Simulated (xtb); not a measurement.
C2H6NO, charge +1, singlet, geometry from GFN2-xTB, atoms displaced at random by about 0.05 Å a coordinate; GFN2-xTB (xtb 6.7.1).

Input for xtb:
```
$ xtb mol.xyz --gfn 2 --chrg 1 --opt --input xcontrol --json

# file mol.xyz
10

O      0.40127337     1.21458762     0.04911960
C     -0.00185720     0.04511005    -0.03196055
N      0.97670775    -0.90087540    -0.10046370
C     -1.37050191    -0.40968401     0.11642305
H      0.71087912    -1.83575433    -0.14291805
H     -1.85692214     0.45758533    -0.57074149
H     -1.52017791    -1.28822287    -0.50105371
H     -1.77593765    -0.45790199     1.01182053
H      2.03262518    -0.67995048    -0.02140950
H      1.28804062     1.59013449     0.05983322

# file xcontrol
$opt
  engine=inertial
$end
```

Problem. Write the output that xtb gives for this input, abridged.

Solution. 
```
   ID    Z sym.   atoms
    1    8 O      1
    2    6 C      2, 4
    3    7 N      3
    4    1 H      5-10

           -------------------------------------------------
          |                Calculation Setup                |
           -------------------------------------------------

           -------------------------------------------------
          |                 G F N 2 - x T B                 |
           -------------------------------------------------

          ...................................................
          :                      SETUP                      :
          :.................................................:
          :  # basis functions                  22          :
          :  # atomic orbitals                  22          :
          :  # shells                           14          :
          :  # electrons                        24          :
          :  max. iterations                   250          :
          :  Hamiltonian                  GFN2-xTB          :
          :  restarted?                      false          :
          :  GBSA solvation                  false          :
          :  PC potential                    false          :
          :  electronic temp.          300.0000000     K    :
          :  accuracy                    1.0000000          :
          :  -> integral cutoff          0.2500000E+02      :
          :  -> integral neglect         0.1000000E-07      :
          :  -> SCF convergence          0.1000000E-05 Eh   :
          :  -> wf. convergence          0.1000000E-03 e    :
          :  Broyden damping             0.4000000          :
          :  net charge                          1          :
          :  unpaired electrons                  0          :
          ...................................................

 iter      E             dE          RMSdq      gap      omega  full diag
   1    -14.0074739 -0.140075E+02  0.434E+00    4.84       0.0  T
   2    -14.0425765 -0.351026E-01  0.254E+00    5.38       1.0  T
   3    -14.0442317 -0.165515E-02  0.121E+00    5.08       1.0  T
   4    -14.0448805 -0.648819E-03  0.263E-01    5.10       1.0  T
   5    -14.0451092 -0.228757E-03  0.105E-01    5.05       1.0  T
   6    -14.0451247 -0.154762E-04  0.286E-02    5.09       1.1  T
   7    -14.0451253 -0.575489E-06  0.966E-03    5.09       3.3  T
   8    -14.0451257 -0.389274E-06  0.254E-03    5.09      12.5  T
[...]
 * total energy  :   -13.8969968 Eh     change    :  -0.4140930E-05 Eh
 * total energy  :   -13.8969979 Eh     change    :  -0.1152885E-05 Eh
 * total energy  :   -13.8969999 Eh     change    :  -0.2013140E-05 Eh
 * total energy  :   -13.8970023 Eh     change    :  -0.2417031E-05 Eh
 * total energy  :   -13.8970047 Eh     change    :  -0.2401214E-05 Eh
 * total energy  :   -13.8970069 Eh     change    :  -0.2177780E-05 Eh
 * total energy  :   -13.8970089 Eh     change    :  -0.1991144E-05 Eh
 * total energy  :   -13.8970111 Eh     change    :  -0.2145274E-05 Eh
 * total energy  :   -13.8970134 Eh     change    :  -0.2337186E-05 Eh
 * total energy  :   -13.8970145 Eh     change    :  -0.1122889E-05 Eh
 * total energy  :   -13.8970156 Eh     change    :  -0.1063925E-05 Eh
 * total energy  :   -13.8970166 Eh     change    :  -0.9648862E-06 Eh
   *** GEOMETRY OPTIMIZATION CONVERGED AFTER 70 CYCLES ***
         :: total energy             -13.897016552280 Eh    ::
[...]
     5   1 H        0.860     0.260     0.847     1.442
     6   1 H        0.925     0.148     1.402     1.852
     7   1 H        0.925     0.124     1.580     1.966
     8   1 H        0.924     0.157     1.346     1.814
     9   1 H        0.860     0.246     0.900     1.486
    10   1 H        0.804     0.370     0.544     1.159

 Mol. C6AA /au·bohr⁶  :        623.569125
 Mol. C8AA /au·bohr⁸  :      13313.730769
 Mol. α(0) /au        :         37.527912

Wiberg/Mayer (AO) data.
largest (>0.10) Wiberg bond orders for each atom

 ---------------------------------------------------------------------------
     #   Z sym  total        # sym  WBO       # sym  WBO       # sym  WBO
 ---------------------------------------------------------------------------
     1   8 O    2.369 --     2 C    1.323    10 H    0.832     3 N    0.147
     2   6 C    3.907 --     3 N    1.483     1 O    1.323     4 C    1.054
     3   7 N    3.527 --     2 C    1.483     9 H    0.913     5 H    0.913
                             1 O    0.147
     4   6 C    3.955 --     2 C    1.054     7 H    0.961     6 H    0.946
                             8 H    0.906
     5   1 H    0.933 --     3 N    0.913
     6   1 H    0.978 --     4 C    0.946
     7   1 H    0.985 --     4 C    0.961
     8   1 H    0.975 --     4 C    0.906
     9   1 H    0.940 --     3 N    0.913
    10   1 H    0.863 --     1 O    0.832
 ---------------------------------------------------------------------------

Topologies differ in total number of bonds
Writing topology from bond orders to xtbtopo.mol

molecular dipole:
                 x           y           z       tot (Debye)
 q only:        0.733      -0.627       0.001
   full:        1.100      -0.707       0.012       3.323
molecular quadrupole (traceless):
                xx          xy          yy          xz          yz          zz
 q only:        5.702       1.260       0.838      -0.219       0.361      -6.540
  q+dip:        6.496       1.641       0.503      -0.265       0.364      -6.999
   full:        6.255       1.767       0.261      -0.258       0.324      -6.516

optimized geometry written to: xtbopt.xyz

           -------------------------------------------------
          | TOTAL ENERGY              -13.897016552280 Eh   |
          | GRADIENT NORM               0.000994897554 Eh/α |
          | HOMO-LUMO GAP               5.445719084000 eV   |
           -------------------------------------------------
```
